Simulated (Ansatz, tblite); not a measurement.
Removing and adding an electron: `C[Si](C)(Cl)CCCCc1ccc(/N=N/c2ccccc2)cc1`. The state is a singlet with charge 0. Geometry: PBE-D4/def2-SVP. Ansatz, gas phase; energy differences of separate SCF runs; the oxidised species was run as a doublet alone; the reduced species was run as a doublet alone.

Cartesian coordinates in Å:
```
C -0.791 -4.505 -3.585
Si -0.394 -2.677 -3.394
C -0.855 -1.699 -4.934
Cl -1.574 -1.933 -1.804
C 1.407 -2.411 -2.887
C 1.828 -0.939 -2.743
C 3.205 -0.730 -2.096
C 3.293 -1.139 -0.608
C 2.372 -0.337 0.280
C 1.065 -0.791 0.576
C 0.183 -0.021 1.334
C 0.597 1.237 1.830
N -0.210 2.097 2.605
N -1.370 1.658 2.863
C -2.178 2.524 3.635
C -3.475 2.052 3.932
C -4.353 2.835 4.692
C -3.941 4.095 5.159
C -2.648 4.571 4.862
C -1.766 3.795 4.106
C 1.900 1.699 1.547
C 2.772 0.921 0.780
H -0.551 -5.063 -2.657
H -0.200 -4.945 -4.416
H -1.866 -4.656 -3.808
H -0.246 -2.031 -5.801
H -0.681 -0.614 -4.783
H -1.925 -1.841 -5.187
H 1.542 -2.960 -1.929
H 2.059 -2.934 -3.624
H 1.063 -0.387 -2.154
H 1.831 -0.462 -3.747
H 3.483 0.343 -2.181
H 3.974 -1.297 -2.666
H 4.343 -1.008 -0.270
H 3.065 -2.221 -0.501
H 0.728 -1.765 0.189
H -0.838 -0.362 1.556
H -3.760 1.060 3.550
H -5.363 2.463 4.923
H -4.629 4.714 5.755
H -2.331 5.560 5.231
H -0.751 4.136 3.857
H 2.198 2.679 1.948
H 3.788 1.290 0.564
```

The xTB rows come from tblite. Single mean-field runs in def2-TZVP are fitted with def2-universal-jkfit. HOMO above LUMO, or a gap near zero within one spin, warns that the state may not be the lowest or that an electron is smeared out.

```
            level  −HOMO (eV)  vertical IE (eV)  −LUMO (eV)  vertical EA (eV)  HOMO–LUMO gap (eV)  IE − EA (eV)                                                                   remarks
         GFN1-xTB       10.46             12.75        8.82              6.53                1.64          6.22                                                                         –
         GFN2-xTB        8.86             11.57        8.07              5.70                0.79          5.87                                                                         –
 PBE-D4/def2-TZVP        4.98              7.40        3.07              1.09                1.91          6.31  HOMO above zero (-1 doublet), gap within one spin near zero (+1 doublet)
BLYP-D4/def2-TZVP        4.88              7.30        2.89              0.97                1.98          6.33  HOMO above zero (-1 doublet), gap within one spin near zero (+1 doublet)
PBE0-D4/def2-TZVP        6.37              7.68        2.30              1.05                4.07          6.63                                              HOMO above zero (-1 doublet)
```

Relaxing the oxidised species (PBE-D4/def2-SVP) changes its energy by -0.43 eV at PBE-D4/def2-TZVP, so the adiabatic ionisation energy to this nearest minimum is 6.97 eV. At PBE0-D4/def2-TZVP it is 7.25 eV.     A HOMO above zero means that the electron is unbound at that level or that self-interaction error raises the level; the energy of removing that electron tells which. Raw xTB energy differences between charge states are shifted by several eV; the methods need an empirical correction for them. Sets without diffuse functions give affinities that are too small.
